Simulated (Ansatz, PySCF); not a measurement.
This Ansatz (a program for electronic structure) input computes a PBE0/def2-TZVPD energy:

Ansatz 0.2 input:
```yaml
crystal:
  periodic: [false, false, false]
  atoms:
    - {symbol: F, position_ang: [-1.95477787, 0.89537112, -0.04305577]}
    - {symbol: C, position_ang: [-1.45726719, -0.39229940, 0.25125928]}
    - {symbol: Br, position_ang: [0.79584681, -0.13801279, -0.01053057]}
    - {symbol: H, position_ang: [-1.51803441, -0.87409582, -0.75148368]}
basis:
  gaussian:
    orbitals: def2-TZVPD
hamiltonian:
  xc: {name: PBE0}
total_charge: -1
output: {forces: true}
```

Q: Write an input for the same energy in PySCF and say what it gives.

A: 
```python
from pyscf import gto, scf, dft

mol = gto.M(
    atom='''
    F    -1.95477787    0.89537112   -0.04305577
    C    -1.45726719   -0.39229940    0.25125928
    Br    0.79584681   -0.13801279   -0.01053057
    H    -1.51803441   -0.87409582   -0.75148368
    ''',
    basis='def2-tzvpd',
    charge=-1,
    spin=0,
    verbose=4,
)

mf = dft.RKS(mol, xc='pbe0').density_fit(auxbasis='def2-universal-jkfit')
mf.grids.level = 3
mf.conv_tol = 1e-9
mf.max_cycle = 100
mf.max_memory = 1500
mf.kernel()
if not mf.converged:
    mf = mf.newton()
    mf.kernel(mf.make_rdm1())
mf.analyze()
```
It gives -2712.29577 Eh, and Ansatz -2712.29572 Eh, a difference of 0.05 mEh, from the treatment of integrals and grids.

It need not be the lowest isomer of its formula. Whether it binds its extra electron was not tested at this geometry.
